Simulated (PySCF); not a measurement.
Correlation energy of F⁺ (fluorine, charge +1)

[He] 2s1 2p5, high-spin 3P determinant (an excited configuration). Calculation: PySCF 2.14, in aug-cc-pVQZ; the non-relativistic Hamiltonian (point nucleus). Frozen: 1s2; 6 electrons correlated.

| level | correlation energy (mhartree) |
| --- | --- |
| CCSD | -218.37 |
| (T) | -5.92 |
| CCSD(T) | -224.29 |

Diagnostics: T1 = 0.0068, D1 = 0.0141, largest double amplitude 0.046.

Cost of the coupled-cluster step: roughly 11 core-seconds, for 6 correlated electrons.
